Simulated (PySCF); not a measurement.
**Exercise with solution: chemical shift, span and skew from a shielding tensor**

B(OH)(PH2)2 (BH5OP2), SMILES PB(O)P. Atoms are numbered in the order given.

```xyz
9

B      0.4331     0.0319    -0.0204
O      1.7968     0.0971    -0.0375
H      2.1616     0.5016    -0.8462
P     -0.3749    -0.9187     1.4600
H     -1.5081    -0.0490     1.6160
H      0.4037    -0.3211     2.5102
P     -0.6908     0.8370    -1.3871
H     -1.6609    -0.2206    -1.4362
H      0.0490     0.3775    -2.5362
```

Geometry optimised at PBE-D3(BJ)/def2-SVP. Other conformers were not sampled.

GIAO shieldings from PBE0/pcSseg-1 in PySCF, non-relativistic, no solvent. The symmetric part of the tensor of P4 has the principal values 483.9, 493.6, 605.7 ppm. The same nucleus in PH3 has σ = 586.6 ppm at this level (PySCF, at its B3LYP-D3(BJ)/def2-TZVP geometry).

Work out the isotropic shielding, the ³¹P shift against PH3, the span and the skew.


σ(iso) = (σ11 + σ22 + σ33)/3 = 527.7 ppm. δ = σ(ref) − σ(iso) = 586.6 − (527.7) = 58.9 ppm.
Span Ω = σ33 − σ11 = 121.8 ppm. Skew κ = 3(σ(iso) − σ22)/Ω = 0.84. Tumbling in solution averages the tensor to δ; in a static solid the shielding alone would spread this spin-1/2 line over Ω.
